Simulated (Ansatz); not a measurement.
C4H10OSi, SMILES [SiH2](C)C1COC1.

Geometry: PBE0-D3(BJ)/def2-SVP. This is a generated structure with no PubChem entry under its InChIKey; it may be hypothetical. The values are those of a single conformer.

Two levels are set side by side: PBE/def2-SVPD (Ansatz, a first-principles code) and CAM-B3LYP/def2-SVPD (Ansatz). Energy differences of separate SCF runs at the same geometry; the states with an electron removed or added have multiplicity 2 and 2. Differences are taken from unrounded values.

```csv
quantity,CAM-B3LYP
vertical ionisation energy (eV),9.49
vertical singlet–triplet gap (eV),6.71
```

Problem. What does PBE give, and how far is it from CAM-B3LYP? (The exact figures need the calculation; the answer reports its results.)

Solution. 
```tsv
quantity	PBE	PBE minus CAM-B3LYP
vertical ionisation energy (eV)	8.87	-0.62
vertical singlet–triplet gap (eV)	5.94	-0.77
```
